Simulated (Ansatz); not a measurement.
Total energies of NbOCl3 (NbCl3O) from Ansatz at PBE-D4/def2-TZVPD, gas phase (1 Eh = 27.2114 eV = 2625.5 kJ/mol). The reference geometry is relaxed at PBE-D4/def2-SVP.

Cartesian coordinates in Å:
```
Nb 0.0544 0.0362 -0.0353
O 1.2993 0.8621 -0.8436
Cl 1.0203 -1.6640 1.1644
Cl -1.3822 -0.7766 -1.6287
Cl -0.9917 1.5424 1.3431
```

| state | geometry | energy (Eh) |
| --- | --- | --- |
| charge 0 singlet | reference | -1512.56575 |
| charge -1 doublet | reference | -1512.61818 |
| free Nb atom (sextet) | – | -56.83927 |
| free O atom (triplet) | – | -75.01069 |
| free Cl atom (doublet) | – | -459.95933 |

In the def2 sets Nb takes a core potential; there is no spin–orbit coupling.

**Question.** Work out the vertical electron affinity, to the doublet.

**Answer.** E(charge 0 singlet) − E(charge -1 doublet) = -1512.56575 − (-1512.61818) = 0.05243 Eh = 1.43 eV.

**Question.** What is the binding energy per atom against free atoms?

**Answer.** Atoms: 1 × (-56.83927) + 1 × (-75.01069) + 3 × (-459.95933) = -1511.72795 Eh. Binding: -1511.72795 − (-1512.56575) = 0.83780 Eh = 22.80 eV, or 4.56 eV for each of 5 atoms (no zero-point energy, no counterpoise term).

At PBE-D4/def2-TZVPD the highest occupied level of the charge -1 doublet lies above zero (up to 1.36 eV). By energy differences its removal costs 1.43 eV (vertical, to the charge 0 singlet, at PBE-D4/def2-TZVPD); a positive level beside a positive removal energy at the same level points to self-interaction error.
